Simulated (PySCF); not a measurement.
Compound: C₇H₁₅NO.
Geometry (PBE0-D3(BJ)/def2-SVP, Å), atoms numbered from 1 in this order:
```xyz
24
C7H15NO angstrom
C     -1.670    1.344   -1.387
N     -1.894    0.168   -0.990
C     -1.112   -0.397    0.099
C     -1.998   -0.363    1.341
C     -0.801   -1.840   -0.294
O      0.031    0.355    0.457
C      1.207    0.306   -0.338
C      1.806    1.702   -0.344
C      2.201   -0.700    0.225
H     -2.294    1.764   -2.190
H     -0.887    1.991   -0.956
H     -1.488   -0.870    2.173
H     -2.960   -0.853    1.144
H     -2.180    0.683    1.626
H     -1.743   -2.354   -0.523
H     -0.296   -2.367    0.528
H     -0.172   -1.888   -1.194
H      0.948    0.026   -1.377
H      1.994    2.029    0.690
H      1.130    2.431   -0.813
H      2.759    1.718   -0.892
H      2.437   -0.440    1.269
H      3.137   -0.689   -0.354
H      1.806   -1.724    0.211
```

Jobs on this species (24 atoms, 72 electrons) with PySCF (density fitting). Hardware of each: one thread of an Arm Neoverse V1, no GPU, shared host. Times come from a shared host and carry two figures at best. Peak memory is the resident size of the whole Python process, interpreter and libraries included.

```json
{"level and settings": "PBE0/pcSseg-1, IEF-PCM cyclohexane", "work": "shieldings", "basis functions": "228", "SCF cycles": "?", "wall time": "?", "peak memory": "?"}
{"level and settings": "PBE0/pcSseg-1, IEF-PCM chloroform", "work": "shieldings, charges and field gradients", "basis functions": "228", "SCF cycles": "14", "wall time": "48 s", "peak memory": "1.3 GiB"}
{"level and settings": "PBE0-D3(BJ)/def2-SVP, grid level 1", "work": "geometry optimisation from a GFN2-xTB start shaken at random", "basis functions": "201", "SCF cycles": "67", "wall time": "3.7 min", "peak memory": "0.87 GiB"}
```

Problem. Fill in the missing figures.

Solution. 
- PBE0/pcSseg-1, IEF-PCM cyclohexane; shieldings: 45 s, 1.2 GiB, 14 SCF cycles

Problem. What do all jobs in the table cost together?

Solution. About 5.2 min; the longest takes about 70 % of that, and about 4.9 times as long as the shortest.
